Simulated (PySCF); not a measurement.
C₆H₁₁O₂, SMILES CC(=O)OC[CH]CC, doublet (GFN2-xTB optimised geometry):

```
19

C      2.979     2.151    -2.700
C      2.448     1.377    -1.496
C      0.985     1.511    -1.334
C      0.312     1.321    -0.040
O     -0.375     0.037     0.000
C     -1.706     0.037     0.000
C     -2.241    -1.374     0.012
O     -2.389     1.028     0.000
H      4.053     2.013    -2.798
H      2.502     1.807    -3.615
H      2.776     3.213    -2.586
H      2.952     1.709    -0.583
H      2.711     0.315    -1.625
H      0.369     1.581    -2.215
H     -0.458     2.086     0.137
H      1.024     1.302     0.789
H     -1.429    -2.086    -0.087
H     -2.952    -1.492    -0.801
H     -2.769    -1.540     0.948
```

Method: unrestricted CAM-B3LYP/def2-SVP (PySCF 2.14.0).

Problem. What are the frontier orbital energies (α orbitals alone; a β orbital can be the lowest empty one) and the dipole moment?

Solution. HOMO-2 -9.95 eV, HOMO-1 -9.23 eV, HOMO -7.24 eV, LUMO 1.98 eV, LUMO+1 2.92 eV; dipole moment 2.15 D.

On the same geometry unrestricted PBE/def2-SVP (PySCF 2.14.0) gives HOMO-2 -7.01 eV, HOMO-1 -6.07 eV, HOMO -4.52 eV, LUMO -0.40 eV, LUMO+1 1.20 eV; dipole moment 2.10 D.

Meta-Löwdin charges at CAM-B3LYP/def2-SVP: C1 -0.28, C2 -0.16, C3 -0.09, C4 0.01, O5 -0.36, C6 0.51, C7 -0.33, O8 -0.46, H9 0.10, H10 0.09, H11 0.09, H12 0.09, H13 0.10, H14 0.10, H15 0.12, H16 0.10, H17 0.12, H18 0.12, H19 0.12.
